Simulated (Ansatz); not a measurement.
Compare A (`[SiH3]/C=C\S`) with its isomer B (`[SiH3]CC=S`).

Calculated with Ansatz (gas phase, PBE0-D4/def2-TZVP geometries, no zero-point term in ΔE). CCSD(T)/CBS adds triple-zeta CCSD(T) − MP2 to the extrapolated MP2 energy (def2 sets, frozen cores). DFT in def2-TZVPP. Each species was taken in one conformer, which may not be the lowest.

A:

```xyz
10

Si   -0.368    0.665    1.144
C    -0.136    0.574   -0.694
C     0.310   -0.477   -1.387
S     0.808   -2.042   -0.811
H    -0.636    2.072    1.537
H    -1.504   -0.187    1.593
H     0.848    0.186    1.862
H    -0.388    1.454   -1.282
H     0.405   -0.432   -2.470
H     0.660   -1.813    0.506
```

B:

```xyz
10

Si   -0.924   -0.021    0.950
C     0.123    0.580   -0.518
C     1.187   -0.399   -0.790
S     1.140   -1.579   -1.891
H    -1.620   -1.274    0.572
H    -1.913    1.034    1.294
H    -0.043   -0.269    2.120
H     0.538    1.552   -0.230
H    -0.547    0.694   -1.373
H     2.060   -0.318   -0.136
```

Q: Which isomer does CCSD(T)/CBS put lower? Give the gap. (Estimate.)

A: Ansatz gave: B, by 11.2 kJ/mol.

Q: Give E(B) − E(A) in kJ/mol with MP2/def2-TZVPP, B2PLYP, BLYP-D4, HF/def2-TZVPP, ωB97M-V, PBE0-D4, LDA (SPW92). (An estimate is asked.)

A: The calculation gave: MP2/def2-TZVPP -15.3, B2PLYP -12.4, BLYP-D4 -7.3, HF/def2-TZVPP -10.9, ωB97M-V -9.7, PBE0-D4 -8.1, LDA (SPW92) -4.1. None reverses the order clearly.

Q: Does the order hold for the free energy at 298.15 K (harmonic terms from PBE0-D4)? (Best estimate.)

A: Computed: Yes: G(B) − G(A) = -2.0 kJ/mol, for one conformer each. Modes under 60 cm⁻¹, often nearly free rotors, make the harmonic entropy too high.

Largest T1 diagnostic: 0.016.

At CCSD(T), def2-SVP lies −6.7 kJ/mol from the extrapolated value and def2-TZVPP −1.7 kJ/mol. Leaving LDA and LC-ωPBE aside and taking each functional with its dispersion term where it has one, the values, not all of them listed here, spread over 5.1 kJ/mol, from B2PLYP to revPBE-D4. LDA lies +4.4 kJ/mol from PBE without D4.
